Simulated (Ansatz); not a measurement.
Job for Ansatz (a first-principles code): R-BLYP/def2-TZVPP on BCl2HO (SMILES OB(Cl)Cl), a point of a torsion scan.

Ansatz 0.2 input:
```yaml
crystal:
  periodic: [false, false, false]
  atoms:
    - {symbol: O, position_ang: [-0.88586740, -0.46011806, 0.22151834]}
    - {symbol: B, position_ang: [0.30058418, 0.10005246, 0.06083246]}
    - {symbol: Cl, position_ang: [1.54310396, -0.68006652, -0.87845626]}
    - {symbol: Cl, position_ang: [0.71841739, 1.55766176, 0.91420668]}
    - {symbol: H, position_ang: [-1.70787928, -0.43118660, -0.25219657]}
basis:
  gaussian:
    orbitals: def2-TZVPP
hamiltonian:
  xc: {name: BLYP}
scf: {lower_state_search: off}
```

The log:

```
WARN ansatz: RAYON_NUM_THREADS=1 ignored (pool sized by the plan → 1); use --threads N
Functional definition: BLYP
these checks for a lower state are left out or cut short: stability, starts, cluster_reference, orbital_swaps, neighbouring_geometries, increment
integrals: 0.08 GiB planned
967 factors; their error is unknown
mean field: 0.50 GiB planned
mean field evaluation 1: about -27782.1652 eV, gradient 6.7e1 eV
mean field evaluation 2: about -27744.3933 eV, gradient 1.5e2 eV
mean field evaluation 4: about -27789.2178 eV, gradient 9.4e0 eV
mean field evaluation 8: about -27789.3909 eV, gradient 1.5e-1 eV
mean field evaluation 16: about -27789.3735 eV, gradient 9.7e-5 eV
mean field -27789.37350017 eV, -1021.2406398173 hartree, gradient 4.6e-6 eV, S^2 0.000000; 0 other end points of the search recorded, 0 dependent functions left out
reference -27789.37380458 eV, -1021.2406510043 hartree; 24, 24 occupied and 136, 136 virtual orbitals, 967 factors
Total energy: -27789.37380458 eV, -1021.2406510043 hartree
Checks for a lower state left out: stability, starts, cluster_reference, orbital_swaps, neighbouring_geometries, increment
```

Self-consistency was reached.

Cost: roughly 2.9 core-seconds.
